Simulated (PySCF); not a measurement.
# Spinor energies of Hf⁺ (hafnium, charge +1)

Start: [Xe] 4f14 5d1 6s1 6p1; 5d5/2 filled at m_j = +5/2; 6s1/2 filled at m_j = +1/2; 6p3/2 filled at m_j = +3/2. Calculated with PySCF 2.14 in x2c-TZVPall-2c with one added diffuse shell each of s, p, d type (12s12p11d2f, 117 functions): generalised Hartree-Fock with the X2C-1e Hamiltonian and a Gaussian nucleus; spin-orbit coupling (SO) screened by Boettger's factors. This is a chosen level, not necessarily the ground level.

```
spinor shell  electrons  ε, screened SO (eV)  weight of nominal j (screened SO)  rms radius, screened SO (bohr)
       1s1/2          2             -65684.7                              1.000                          0.0215
       2s1/2          2             -11377.5                              1.000                          0.0869
       2p1/2          2             -10846.8                              1.000                          0.0740
       2p3/2          4              -9649.5                              1.000                          0.0812
       3s1/2          2              -2660.0                              1.000                           0.222
       3p1/2          2              -2424.9                              1.000                           0.214
       3p3/2          4              -2163.7                              1.000                           0.228
       3d3/2          4              -1770.2                              1.000                           0.202
       3d5/2          6              -1713.7                              1.000                           0.206
       4s1/2          2              -575.14                              1.000                           0.498
       4p1/2          2              -477.42                              1.000                           0.508
       4p3/2          4              -417.15                              1.000                           0.541
       4d3/2          4              -255.98                              1.000                           0.571
       4d5/2          6              -244.70                              1.000                           0.583
       5s1/2          2              -91.347                              1.000                            1.22
       5p1/2          2              -60.086                              0.994                            1.35
       5p3/2          4              -52.196                              0.997                            1.46
       4f5/2          6              -43.090                              0.995                           0.740
       4f7/2          8              -41.423                              0.996                           0.747
       5d5/2          1              -16.895                              1.000                            2.42
       6s1/2          1              -16.200                              0.981                            3.38
       6p3/2          1              -10.621                              1.000                            4.21
```

```csv
quantity,screened SO
E (hartree),-15082.43317
M_J,9/2
⟨J²⟩,24.860
⟨L²⟩,12.223
⟨S²⟩,3.863
```

Each row is a mean over spinors that exchange with the open shell spreads, by up to 3.428 eV (5p3/2).

⟨J²⟩ departs a little from M_J(M_J + 1) because the unrestricted spinors polarise the closed shells.

Breit and QED terms are absent; they matter most for the inner s and p1/2 levels.

Densities and radii are taken from the X2C orbitals without a picture-change correction, which distorts them close to the nucleus.
